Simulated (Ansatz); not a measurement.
Reactions of C2H9FSi2, SMILES `C[SiH](C)[SiH2]F`.

Computed with Ansatz on PBE0-D4/def2-TZVP structures; ΔE is electronic, products minus reactants. CBS: MP2 limit from def2 TZ/QZ plus the TZ coupled-cluster correction, frozen cores. This one scheme is used for every species, atoms too. Functionals use def2-TZVPP. Open shells (•) are unrestricted, without spin–orbit coupling. Spin–orbit coupling would lower the free atoms: a little for C, F, Si. Bonds to Br, Ge are less sure, by a few kJ/mol each and by 10 to 20 or more in all where they break to atoms, as the def2 sets lack core-valence functions. Scalar relativity is left out up to krypton. Each species was taken in one conformer, which may not be the lowest.

```tsv
reaction	r2SCAN-D4 (kJ/mol)	MP2/CBS(def2) (kJ/mol)	CCSD(T)/CBS(def2) (kJ/mol)
`C[SiH](C)[SiH2]F` → `C[Si]C` + `F[SiH3]`	242	232	222
`C[SiH](C)[SiH2]F` + `BN` → `BN[SiH](C)C` + `F[SiH3]`	-51	-67	-59
`C[SiH](C)[SiH2]F` + `O[SiH](F)O[SiH2]F` → `CO[SiH](F)O[SiH2]F` + `C[SiH2][SiH2]F`	97	107	98
`C[SiH](C)[SiH2]F` → `C[SiH]C`• + `F[SiH2]`•	314	342	343
`C[SiH](C)[SiH2]F` + `O=C[SiH](O)O` → `CO[SiH](O)C=O` + `C[SiH2][SiH2]F`	98	106	98
`C[SiH](C)[SiH2]F` → `CC(F)([SiH3])[SiH3]`	282	293	283
`C[SiH](C)[SiH2]F` + HBr → `C[SiH](C)Br` + `F[SiH3]`	-113	-132	-119
`C[SiH](C)[SiH2]F` + `[F][GeH]([Cl])[GeH3]` → `F[SiH2][GeH]([F])[Cl]` + `C[SiH](C)[GeH3]`	5	4	4
`C[SiH](C)[SiH2]F` → 2 C• + F• + 9 H• + 2 Si•	5019	5047	5021
`C[SiH](C)[SiH2]F` → `C[SiH2][SiH2]F` + `[CH2]` (triplet)	456	492	477
```

Largest T1 diagnostic: 0.014, for `F[SiH2]`•.
